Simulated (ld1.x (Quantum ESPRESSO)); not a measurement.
# tellurium (Te): excitation energies, all-electron against TM

ld1.x (Quantum ESPRESSO) 7.5 input, shortened:

```
&input
   title='Te', zed=52., rel=1, dft='PBESOL', iswitch=3,
   config='[Kr] 4d10 4f-2 5s2 5p4'
 /
 &inputp
   pseudotype=2, tm=.true., lloc=2,
   nlcc=.false.
 /
4
5S  1  0   2.00   0.00  1.80  1.80  0.0
5P  2  1   4.00   0.00  1.90  1.90  0.0
4F  4  3  -2.00   0.25  1.50  1.50  0.0
4D  3  2  10.00   0.00  0.90  0.90  0.0
 &test
   configts(1)='4d10 5s2 5p4'
 /
```

Energies are relative to the spin-unpolarised reference configuration 4d10 5s2 5p4; without spin polarisation the order of configurations can differ from experiment.

```tsv
valence configuration	charge	ΔE all-electron (eV)	error AE − PS (meV)
4d10 5s2 5p3	+1	9.753	-1.2
4d10 5s2 5p2	+2	27.722	-0.7
4d10 5s1 5p5	0	9.285	-1.1
4d9 5s2 5p5	0	38.180	-298
4d10 5s0 5p6	0	18.766	-3.4
```

What are ΔE and the potential's error for 4d10 5s2 5p0?

ΔE = 91.201 eV all-electron; the error (AE − PS) is +17 meV.

What are ΔE and the potential's error for 4d10 5s2 5p1?

ΔE = 54.678 eV all-electron; the error (AE − PS) is +4.0 meV.

Levels in the configuration 4d10 5s0 5p6:

```json
{"level": "4d", "all-electron (eV)": "-44.219", "pseudo (eV)": "-44.253"}
{"level": "5p", "all-electron (eV)": "-7.036", "pseudo (eV)": "-7.030"}
```

ld1.x printed “convergence not achieved” for 6 of the counted tests; their residual had stalled under 1e-8, short of the target of 1e-14.

Note: ghost states, extra bound levels that the all-electron valence spectrum of the same l lacks: s at -262.9 eV, p at -90.5 eV. A true bound ghost makes a file unfit for plane-wave use.
